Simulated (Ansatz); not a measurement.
# One arrangement of a pair

The pair of HF (SMILES F, atoms 1–2) and H₂Te (SMILES [TeH2], atoms 3–5), both closed shells, in one local arrangement (a lower one may exist), relaxed at PBE0-D4/def2-TZVP:

F1  (-0.031, -0.097, -2.366)
H2  (-0.163, 0.040, -1.452)
Te3  (-0.552, 0.439, 1.054)
H4  (-0.300, -1.153, 1.431)
H5  (1.046, 0.771, 1.333)
(Å)

Ansatz 0.2.0; basis: def2-TZVPPD, with def2-QZVPPD for the basis limit; cores frozen in the correlated methods. Filled d shells of the heavier atoms are correlated. Core potentials replace the inner electrons of the atoms past krypton. The def2 sets are not built for correlating such inner shells, so the correlated values are less sure here. B3LYP uses VWN-RPA correlation. Extrapolation: Hartree–Fock as exp(−7.88 √X), correlation as X^−2.97. Interaction energies count from these two fragments, frozen as in the pair, with the counterpoise correction; negative means bound.

**Question.** What is the interaction energy by CCSD(T) at an estimated basis limit (MP2 extrapolated from triple and quadruple zeta, plus CCSD(T) − MP2 in triple zeta)? (Judge from chemistry; the value comes from the calculation.)

**Answer.** Computed: -17.3 kJ/mol. Hartree–Fock alone gives -7.7 kJ/mol at the basis limit. It counts from the two fragments frozen as in the pair.

The same quantity by other methods in triple zeta, and each one's difference from that estimate:
| method | E_int (kJ/mol) | difference |
| --- | --- | --- |
| PBE-D4 | -25.1 | -7.7 |
| revPBE-D4 | -21.7 | -4.3 |
| BLYP-D4 | -21.8 | -4.5 |
| r2SCAN-D4 | -21.5 | -4.1 |
| B97M-V | -19.7 | -2.4 |
| PBE0-D4 | -22.7 | -5.4 |
| B3LYP-D4 | -21.2 | -3.9 |
| HSE06-D4 | -22.8 | -5.4 |
| wB97X-V | -19.5 | -2.1 |
| wB97M-V | -18.7 | -1.4 |
| B2PLYP | -17.1 | 0.2 |
| HF | -7.8 | 9.6 |
| MP2 | -16.2 | 1.2 |
| CCSD | -14.1 | 3.3 |
| CCSD(T) | -15.5 | 1.8 |
Differences are method less estimate.

**Question.** Which atoms make the shortest contact between the fragments?

**Answer.** H2 and Te3, 2.57 Å apart.

Basis-set superposition shift (counterpoise-corrected less uncorrected): CCSD(T) 3.8; MP2 3.9; HF 0.1; PBE0-D4 0.1; wB97M-V 0.2 kJ/mol.

No T1 diagnostic of these runs exceeds 0.011.

For scale, one of the runs: CCSD(T)/def2-TZVPPD, 150 basis functions, launched by `ansatz run in.yaml --threads 2 --pin off --events-out ev --progress --plain --max-ram 5222MiB`. Time: 20 s of wall clock on 2 CPU threads of an Intel Xeon Platinum 8488C; the host was shared. Peak host memory: 1.1 GiB.
